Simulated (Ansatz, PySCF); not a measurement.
Reaction (SMILES): CO[Si](F)(OC)OC + 7 [H][H] (H2) -> 3 C (CH4) + F (HF) + 3 O (H2O) + [SiH4] (SiH4)
Geometries: B3LYP-D3(BJ)/def2-TZVP minima from Ansatz (an electronic-structure program), one conformer each, not searched for the lowest. Frequencies are from Ansatz or PySCF.

Quantity: energy of full hydrogenation (0 K, with B3LYP-D3(BJ) harmonic zero-point energies), in kJ/mol. Cores are frozen in the correlated levels unless marked. No spin-orbit coupling. Non-relativistic. Basis-set limits of correlation are two-point, X^-3; Hartree-Fock from the larger set. [CCSD(T)-MP2]/basis is that difference in the basis named.

```json
[
 {"level": "PBE0/def2-TZVP", "program": "Ansatz", "energy of full hydrogenation (kJ/mol)": "102.9"},
 {"level": "PBE0/def2-TZVPD", "program": "Ansatz", "energy of full hydrogenation (kJ/mol)": "___"},
 {"level": "BHLYP-D4/def2-TZVPD", "program": "Ansatz + dftd4", "energy of full hydrogenation (kJ/mol)": "___"},
 {"level": "HSE06/def2-TZVPD", "program": "Ansatz", "energy of full hydrogenation (kJ/mol)": "74.0"},
 {"level": "RI-MP2/CBS(aug-cc-pV(T+d)Z,aug-cc-pV(Q+d)Z)+[CCSD(T)-MP2]/aug-cc-pV(T+d)Z", "program": "Ansatz", "energy of full hydrogenation (kJ/mol)": "123.1"}
]
```

**Question.** Some entries are withheld; supply them.

**Answer.** 
- PBE0/def2-TZVPD, energy of full hydrogenation (kJ/mol): 73.9
- BHLYP-D4/def2-TZVPD, energy of full hydrogenation (kJ/mol): 139.1
